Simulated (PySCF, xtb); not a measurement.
Te(H)(SMe) (CH4STe), SMILES CS[TeH].

Harmonic wavenumbers (cm⁻¹) from GFN2-xTB (xtb) at its own minimum, in rising order: 139, 178, 188, 364, 602, 710, 944, 946, 1318, 1449, 1454, 1890, 3028, 3035, 3054.

**Question.** What does PySCF 2.14.0 with B3LYP-D3(BJ)/def2-SVP give at its own minimum? (The exact figures need the calculation; the answer reports its results.)

**Answer.** 158, 192, 232, 343, 632, 691, 960, 962, 1327, 1435, 1454, 2050, 3036, 3138, 3156. Paired by order, the mean absolute difference is 38 cm⁻¹ and the zero-point energies are 27.6 and 28.3 kcal/mol.
